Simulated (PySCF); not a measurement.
**Computed spin Hamiltonian**

Compound: C5H14NSi (doublet state).
Z-matrix (Å and degrees, GFN2-xTB geometry), rows numbered from 1:
```
C 
C   1  1.4789
C   2  1.5316  1  111.57
C   2  1.5252  1  111.61  3   123.61
N   2  1.4731  1  106.10  3  -117.23
Si  5  1.7198  2  127.81  1   -84.23
C   6  1.8941  5  105.23  2   172.50
H   1  1.0742  2  119.73  3    36.98
H   1  1.0732  2  119.10  3  -164.24
H   3  1.0868  2  110.19  1    64.53
H   3  1.0871  2  109.93  1  -175.29
H   3  1.0882  2  110.50  1   -55.31
H   4  1.0861  2  110.11  1   174.14
H   4  1.0856  2  110.33  1    54.18
H   4  1.0869  2  109.73  1   -65.71
H   5  1.0104  2  110.16  1    68.66
H   6  1.4743  5  114.91  2    52.66
H   6  1.4685  5  108.66  2   -69.32
H   7  1.0841  6  110.05  5   177.29
H   7  1.0857  6  112.07  5   -63.13
H   7  1.0851  6  111.64  5    57.97
```

The hyperfine couplings belong to this conformer and change with its torsions.

The species is `C[SiH2]NC(C)(C)[CH2]` [radical].

Computed with UKS B3LYP, pcH-1 on C H N Si, non-relativistic, mean-field spin-orbit, GIAO (PySCF 2.14.0). Geometry: GFN2-xTB, one conformer, isolated molecule. A GFN2-xTB geometry isn't a minimum of the functional, and hyperfine couplings can be far from their values at a DFT geometry. The SCF solution wasn't tested for stability.

```
g1, g2, g3                      : 2.00218, 2.00244, 2.00272
g_iso                           : 2.00245
Form of g                       : rhombic: the two nearest values differ by 48 % of g3 − g1
⟨S²⟩                            : 0.7540 (exact 0.7500)
HOMO–LUMO gap, α and β orbitals : 6.22, 4.97 eV
Total energy                    : -543.21188 Eh
```

Isotropic coupling and dipolar principal values T1 to T3, in G (MHz turned into gauss with g_iso; 10 G = 1 mT):

| atom | isotope | a_iso | of which spin–orbit | T1 | T2 | T3 | Mulliken spin population |
| --- | --- | --- | --- | --- | --- | --- | --- |
| C1 | 13C | 34.1 | 0.0 | -28.3 | -28.2 | 56.5 | 1.04 |
| C2 | 13C | -7.5 | 0.0 | -0.6 | -0.4 | 0.9 | -0.06 |
| C3 | 13C | 0.9 | 0.0 | -0.6 | -0.3 | 0.9 | 0.00 |
| C4 | 13C | 3.0 | 0.0 | -0.6 | -0.4 | 1.0 | 0.00 |
| N5 | 14N | 6.8 | 0.0 | -2.3 | -2.3 | 4.6 | 0.10 |
| Si6 | 29Si | 1.2 | 0.0 | -0.5 | 0.2 | 0.3 | 0.00 |
| C7 | 13C | 0.6 | 0.0 | -0.1 | -0.1 | 0.2 | 0.00 |
| H8 | 1H | -20.0 | 0.0 | -13.6 | -0.3 | 13.8 | -0.04 |
| H9 | 1H | -19.7 | 0.0 | -13.5 | -0.3 | 13.9 | -0.04 |
| H10 | 1H | 1.2 | 0.0 | -1.4 | -0.9 | 2.3 | 0.00 |
| H11 | 1H | 1.3 | 0.0 | -0.7 | -0.5 | 1.2 | 0.00 |
| H12 | 1H | -0.4 | 0.0 | -1.1 | -0.9 | 2.0 | 0.00 |
| H13 | 1H | 1.5 | 0.0 | -0.7 | -0.5 | 1.2 | 0.00 |
| H14 | 1H | -0.4 | 0.0 | -1.2 | -0.9 | 2.1 | 0.00 |
| H15 | 1H | 0.4 | 0.0 | -1.4 | -0.9 | 2.3 | 0.00 |
| H16 | 1H | -2.6 | 0.0 | -3.7 | -0.9 | 4.5 | 0.00 |
| H17 | 1H | -0.2 | 0.0 | -0.7 | -0.5 | 1.2 | 0.00 |
| H18 | 1H | 0.2 | 0.0 | -0.4 | -0.3 | 0.8 | 0.00 |
| H19 | 1H | 0.4 | 0.0 | -0.2 | -0.2 | 0.4 | 0.00 |
| H20 | 1H | -0.1 | 0.0 | -0.3 | -0.3 | 0.6 | 0.00 |
| H21 | 1H | 0.2 | 0.0 | -0.3 | -0.3 | 0.6 | 0.00 |

The largest Mulliken spin populations are on C1 (+1.04), N5 (+0.10) and C2 (-0.06). No atom but C1 exceeds +0.15. The angles at C1 add up to 356.6°, so it is nearly planar; its axial dipolar tensor and the negative couplings of its protons fit spin in a p orbital normal to that plane.

Under fast tumbling the dipolar parts average out, and these isotropic splittings remain: 2 × 1H (H8/H9, I = 1/2, 3 lines) with 1.99 mT, 1 × 14N (N5, I = 1, 3 lines) with 0.68 mT, 1 × 1H (H16, I = 1/2, 2 lines) with 0.26 mT and 6 × 1H (H10 (×6), I = 1/2, 7 lines) with 0.06 mT.

Class means assume fast exchange of nuclei equivalent by connectivity; if that motion is slow, each nucleus keeps its own coupling. The six 1H nuclei of mean +1.7 MHz run from -1.2 to 4.1 MHz in the frozen geometry.

The 13C coupling of C1 (95.6 MHz) shows only in satellite lines or after enrichment, since that isotope makes up about 1.07 % of natural carbon.

On one thread of an Arm Neoverse V1, shared host with 32 logical CPUs at a one-minute load of 31, this took 2.4 min of wall time (grids of density and orbitals included) and 1.1 GiB of memory at its peak.
